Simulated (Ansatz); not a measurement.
```yaml
crystal:
  periodic: [false, false, false]
  atoms:
    - {symbol: Ga, position_ang: [1.320976, -0.001457, 0.133048]}
    - {symbol: N, position_ang: [-0.531499, -0.794024, 0.074114]}
    - {symbol: N, position_ang: [-0.516954, 0.536054, -0.048082]}
basis:
  gaussian: {orbitals: def2-TZVPD, nuclear_model: gaussian}
total_charge: -1
hamiltonian: {xc: {name: PBE0}, dispersion: d4}
scf: {omitted_lower_state_checks: [starts]}
relax: {f_tol: 0.0001, max_steps: 2}
```

```sh
$ ansatz run in.yaml --threads 4 --pin off --events-out ev --progress --plain --max-ram 3916MiB
```

It prints (some lines left out):

```
Functional definition: PBE0
  name "PBE0"
  cite "Adamo & Barone, J. Chem. Phys. 110, 6158 (1999) doi:10.1063/1.478522"
  cite "Perdew, Burke & Ernzerhof, Phys. Rev. Lett. 77, 3865 (1996) doi:10.1103/PhysRevLett.77.3865"
  parent pbe
  parameter a = 0.25
  parameter kappa = 0.804
  parameter beta = 0.06672455060314922
  exchange = (1 - a)*pbe_x(kappa = kappa, mu = beta*pi^2/3) + a*exact_x
  correlation = pbe_c(beta = beta)
these checks for a lower state are left out or cut short: starts
782 factors; their error is unknown
mean field evaluation 1: about -55345.2888 eV, gradient 2.9e1 eV
mean field evaluation 2: about -55342.5103 eV, gradient 4.6e1 eV
mean field evaluation 4: about -55347.0338 eV, gradient 5.8e0 eV
mean field evaluation 8: about -55347.2763 eV, gradient 2.5e-1 eV
mean field evaluation 16: about -55347.2764 eV, gradient 1.3e-5 eV
mean field -55347.27641536 eV, -2033.9748925332 hartree, gradient 1.3e-5 eV, S^2 0.000000; 0 other end points of the search recorded, 0 dependent functions left out
the calculation of the forces begins
reference -55347.27644484 eV, -2033.9748936164 hartree; 23, 23 occupied and 105, 105 virtual orbitals, 782 factors
relax step   1: F+E_penalty+E_count = -55347.33026556 eV  Δ(F+E_penalty+E_count) = +0.000e0 eV  max|allowed force component| = 4.881e0 eV/Å  Δτ_max = 0.0000 Å  (30 SCF iters, accepted)
these checks for a lower state are left out or cut short: starts, cluster_reference, orbital_swaps, neighbouring_geometries, increment
782 factors; their error is unknown
mean field -55347.58833435 eV, -2033.9863553446 hartree, gradient 7.8e-6 eV, S^2 0.000000; 0 other end points of the search recorded, 0 dependent functions left out
the calculation of the forces begins
reference -55347.58836370 eV, -2033.9863564231 hartree; 23, 23 occupied and 105, 105 virtual orbitals, 782 factors
relax step   2: F+E_penalty+E_count = -55347.64197060 eV  Δ(F+E_penalty+E_count) = -3.117e-1 eV  max|allowed force component| = 2.892e0 eV/Å  Δτ_max = 0.0394 Å  (37 SCF iters, accepted)
Error: geometry relaxation did not converge after 2 steps: max|allowed force component| = 2.89e0 eV/Å (threshold 1.0e-4). Raise `relax.max_steps` over both its present limit and 2, loosen `relax.f_tol`, or start from a geometry closer to equilibrium. Where this run's directory can be resumed (`checkpoint.write`), a resume goes on for up to `relax.max_steps` more
```

(1) What is wrong with this run?

## Answers

(1) The relaxation is allowed too few steps for its threshold. The SCF steps converged, but the relaxation ran out of steps.
